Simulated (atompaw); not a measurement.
# What the settings do to the PAW (atompaw) potential of calcium

Base potential:

Ca (Z = 20), PAW, made with atompaw 4.2.0.5 (PBE, scalar-relativistic). Core [Ne] 3s2, reference 3p6 3d0 4s0 4p0 (charge +2). Waves: 4s (bound, empty): rc 3.00 bohr; 4s channel at 1 Ry: rc 3.00 bohr; 3p (bound): rc 1.55 bohr; 4p (bound, empty): rc 2.40 bohr; 3d (bound, empty): rc 3.00 bohr; 3d channel at -0.75 Ry: rc 2.70 bohr. Local part: ultrasoft scheme with l = 3 at -0.5 Ry, radius 2.45 bohr. Core correction: smooth core density matched at 2.20 bohr. Augmentation charge: gaussian compensation charge, radius 2.25 bohr; PAW radius 3.00 bohr; waves and projectors: custom polynom2 7 10 vanderbiltortho.

Cutoffs, loose and tight: the cutoffs (Ry, on a coarse ladder) from which the occupation-weighted sum of valence levels, in a spherical-Bessel basis at the reference potential, stays within 10 and 1 mRy of its value at 400 Ry. They see the waves, projectors and local potential, not the compensation charge or the core. A dash means not determined.

A true bound ghost makes a file unfit for plane-wave use even where its test errors are small: the radial tests pick states by their node count and pass the ghost by.

```csv
change,outcome,"cutoff, loose","cutoff, tight",bound ghosts
base,generated,25 Ry,70 Ry,none
"all radii scaled by about 1.05 (s 3.14, p 1.62, d 3.14 bohr); local potential ultrasoft scheme with l = 3 at -0.5 Ry, radius 2.58 bohr; augmentation gaussian compensation charge, radius 2.36 bohr; PAW radius 3.14 bohr; waves and projectors: custom polynom2 7 10 vanderbiltortho; core correction smooth core density matched at 2.30 bohr",generated,21 Ry,55 Ry,none
"all radii scaled by about 1.15 (s 3.44, p 1.78, d 3.44 bohr); local potential ultrasoft scheme with l = 3 at -0.5 Ry, radius 2.82 bohr; augmentation gaussian compensation charge, radius 2.58 bohr; PAW radius 3.44 bohr; waves and projectors: custom polynom2 7 10 vanderbiltortho; core correction smooth core density matched at 2.52 bohr",generated,21 Ry,25 Ry,none
"all radii scaled by about 1.27 (s 3.80, p 1.96, d 3.80 bohr); local potential ultrasoft scheme with l = 3 at -0.5 Ry, radius 3.10 bohr; augmentation gaussian compensation charge, radius 2.84 bohr; PAW radius 3.80 bohr; waves and projectors: custom polynom2 7 10 vanderbiltortho; core correction smooth core density matched at 2.78 bohr",generated,21 Ry,25 Ry,none
```

What comes out with this change to the base: all radii scaled by about 0.97 (s 2.90, p 1.50, d 2.90 bohr); local potential ultrasoft scheme with l = 3 at -0.5 Ry, radius 2.36 bohr; augmentation gaussian compensation charge, radius 2.18 bohr; PAW radius 2.90 bohr; waves and projectors: custom polynom2 7 10 vanderbiltortho; core correction smooth core density matched at 2.12 bohr?

outcome: generated; cutoff, loose: 25 Ry; cutoff, tight: 140 Ry; bound ghosts: none.

What comes out with this change to the base: all radii scaled by about 0.89 (s 2.68, p 1.38, d 2.68 bohr); local potential ultrasoft scheme with l = 3 at -0.5 Ry, radius 2.20 bohr; augmentation gaussian compensation charge, radius 2.02 bohr; PAW radius 2.68 bohr; waves and projectors: custom polynom2 7 10 vanderbiltortho; core correction smooth core density matched at 1.98 bohr?

outcome: generated; cutoff, loose: 25 Ry; cutoff, tight: 180 Ry; bound ghosts: none.

What comes out with this change to the base: all radii scaled by about 0.77 (s 2.32, p 1.20, d 2.32 bohr); local potential ultrasoft scheme with l = 3 at -0.5 Ry, radius 1.90 bohr; augmentation gaussian compensation charge, radius 1.74 bohr; PAW radius 2.32 bohr; waves and projectors: custom polynom2 7 10 vanderbiltortho; core correction smooth core density matched at 1.70 bohr?

outcome: generated; cutoff, loose: 40 Ry; cutoff, tight: 230 Ry; bound ghosts: s.

Reading the sweep of the scale of all radii (base = 1) (base included, trends over the rows without a ghost): The loose cutoff stays near 21 Ry. Bound ghosts are found at 0.77.
